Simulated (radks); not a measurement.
Values are calculated unless marked as measured or tabulated.
Excited configurations of Cu I: one electron is placed in a higher orbital outside [Ar] 3d10. The ground configuration is [Ar] 3d10 4s1. Code: a radial shooting solver on a logarithmic mesh with Libxc functionals. Model: scalar-relativistic Kohn-Sham, r2SCAN, spin-polarised, spherical densities, finite nucleus; open shells are filled with parallel spins first; meta-GGA in the generalised Kohn-Sham scheme; Fermi nuclear charge, rms radius 3.8823 fm. Excitation = E - E(ground); binding = E(ion) - E, where the ion is the core of charge +1; n* = 1/sqrt(2 binding) in atomic units, and the quantum defect is n - n*.

outer orbital	excitation (eV)	binding (eV)	n*	quantum defect	eigenvalue (eV)	<r> (bohr)
4d	6.743	1.514	2.998	1.002	-0.695	10.57
5s	5.647	2.609	2.284	2.716	-1.580	8.133
5p	6.479	1.778	2.766	2.234	-1.051	11.16
5f	7.657	0.600	4.763	0.237	-0.345	30.63
6s	6.963	1.294	3.243	2.757	-0.812	16.22
6p	7.248	1.009	3.673	2.327	-0.625	20.71
6d	7.643	0.614	4.707	1.293	-0.376	32.71
6f	7.828	0.429	5.631	0.369	-0.267	46.39
7f	7.936	0.321	6.513	0.487	-0.207	64.28

The Delta-SCF ionisation energy is 8.257 eV (NIST Atomic Spectra Database: 7.726 eV, measured). Self-interaction in the functional shifts the binding energies and quantum defects, so they are the method's values and not measured ones.
